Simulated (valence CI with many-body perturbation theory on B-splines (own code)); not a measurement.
Pm²⁹⁺: fill in the table

Calculated by valence CI with perturbative core correlation (CI+MBPT): four valence electrons over a frozen Dirac-Fock core [Ar] 3d10, radial functions for each j: 11 s, 11 p, 9 d, 7 f, 5 g, 2 h, 1 i, with the one-electron correlation potential Σ1, the two-electron term Σ2, the three-electron term Σ3, Breit, model QED; selected CI, second order for the rest (own B-spline code, finite nucleus).

No measured spectrum was set against this ion. As an estimate, large intervals hold to a few tenths of a per cent, small ones and those within an open d or f shell to about a per cent.

```
                     Level  E (cm⁻¹)
        (4s^2 4p1/2^2) J=0         0
    (4s^2 4p1/2 4p3/2) J=1    242810
    (4s^2 4p1/2 4p3/2) J=2    267970
        (4s^2 4p3/2^2) J=2    529800
        (4s^2 4p3/2^2) J=0         ?
    (4s 4p1/2^2 4p3/2) J=2         ?
    (4s 4p1/2^2 4p3/2) J=1    851240
    (4s 4p1/2 4p3/2^2) J=2    988330
    (4s 4p1/2 4p3/2^2) J=3   1037100
(4s^2 4p1/2 4d3/2) J=2 [a]   1088700
    (4s 4p1/2 4p3/2^2) J=0         ?
(4s 4p1/2 4p3/2^2) J=1 [a]   1112600
(4s 4p1/2 4p3/2^2) J=1 [b]   1154100
(4s^2 4p1/2 4d3/2) J=2 [b]   1166400
    (4s^2 4p1/2 4d5/2) J=3   1235800
    (4s^2 4p1/2 4d3/2) J=1   1241200
    (4s^2 4p1/2 4d5/2) J=2   1252800
          (4s 4p3/2^3) J=2         ?
          (4s 4p3/2^3) J=1         ?
    (4s^2 4p3/2 4d5/2) J=4         ?
```

Levels are named by their leading jj configuration (3d3/2^4 stands for four electrons in 3d with j = 3/2), which in mixed levels can hold well under half, so a name can repeat and another be missing. Letters in brackets count levels of one name in rising energy.

Q: The levels stand in rising order. What does the calculation give for the missing energies?

A: (4s^2 4p3/2^2) J=0 586580; (4s 4p1/2^2 4p3/2) J=2 763490; (4s 4p1/2 4p3/2^2) J=0 1088900; (4s 4p3/2^3) J=2 1330200; (4s 4p3/2^3) J=1 1415400; (4s^2 4p3/2 4d5/2) J=4 1452200.
